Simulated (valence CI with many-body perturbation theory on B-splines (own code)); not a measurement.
How close is CI+MBPT for As+?

Computed by configuration interaction combined with many-body perturbation theory (CI+MBPT): four valence electrons over a frozen Dirac-Fock core [Ar] 3d10, a basis of 11 s, 11 p, 10 d, 8 f, 5 g, 2 h functions for each j, with the one-electron correlation potential Σ1 (screened to all orders), the two-electron term Σ2, the three-electron term Σ3, Breit, model QED; selected single and double excitations, second order for the rest (own B-spline code, finite nucleus).

Set against measurement, 16 paired levels are off by 193 cm⁻¹ on average, the worst by 359. These come from a selection out of the NIST Handbook of Basic Atomic Spectroscopic Data. Levels without a partner in it may be off by more. Among the levels kept, up to 2200 cm⁻¹ of a level comes from second order outside the variational space, and about a tenth of that is noise between levels of different J, which matters for small intervals.

Measured levels: NIST Handbook of Basic Atomic Spectroscopic Data (Sansonetti and Martin, J. Phys. Chem. Ref. Data 34, 1559 (2005)). Pairs share parity and J, and are chosen by configuration, term and nearness in energy; levels without a clear partner are left out. Energies in cm⁻¹ above the measured ground level.

Names give the largest LS component (configuration and term), which can be under half, so a name can repeat, a term be missing and a line seem to break the LS rules; names also repeat where a configuration has a term twice.

| Computed label | Label in the source | Measured | Computed | Difference |
| --- | --- | --- | --- | --- |
| 4s2.4p2 3P_0 | 4p2 3P | 0 | 0.0 | 0 |
| 4s2.4p2 3P_1 | 4p2 3P | 1063.5 | 1117.0 | +54 |
| 4s2.4p2 3P_2 | 4p2 3P | 2541.3 | 2600.3 | +59 |
| 4s2.4p2 1D_2 | 4p2 1D | 10095.8 | 10172.1 | +76 |
| 4s2.4p2 1S_0 | 4p2 1S | 22598.6 | 22598.9 | 0 |
| 4s.4p3 5S°_2 | 4s 4p3 5S° | 54817.1 | 54531.0 | -286 |
| 4s.4p3 3D°_1 | 4s 4p3 3D° | 73749.9 | 73419.4 | -331 |
| 4s.4p3 3D°_2 | 4s 4p3 3D° | 73862.3 | 73547.5 | -315 |
| 4s.4p3 3D°_3 | 4s 4p3 3D° | 74244.4 | 73923.5 | -321 |
| 4s2.4p.5s 3P°_0 | 4p 5s (1/2,1/2)° | 78730.9 | 78607.0 | -124 |
| 4s2.4p.5s 3P°_1 | 4p 5s (1/2,1/2)° | 79128.3 | 79052.8 | -76 |
| 4s2.4p.5s 3P°_2 | 4p 5s (3/2,1/2)° | 81508.9 | 81449.5 | -59 |
| 4s2.4p.5s 1P°_1 | 4p 5s (3/2,1/2)° | 82819.2 | 82728.1 | -91 |
| 4s2.4p.4d 1D°_2 | 4p 4d 1D° | 83100.8 | 82787.3 | -313 |
| 4s.4p3 3P°_1 | 4p 4d 3P° | 84636.2 | 84315.7 | -320 |
| 4s.4p3 3P°_0 | 4p 4d 3P° | 84648.4 | 84289.9 | -359 |
| 4s.4p3 3P°_2 | 4p 4d 3P° | 85105.9 | 84794.0 | -312 |

Over 16 excited levels the mean absolute difference is 193 cm⁻¹, the median 205 and the largest 359. The comparison draws on a selection of the measured levels: 17 of the 156 computed ones have a partner in it, and others may be off by more.
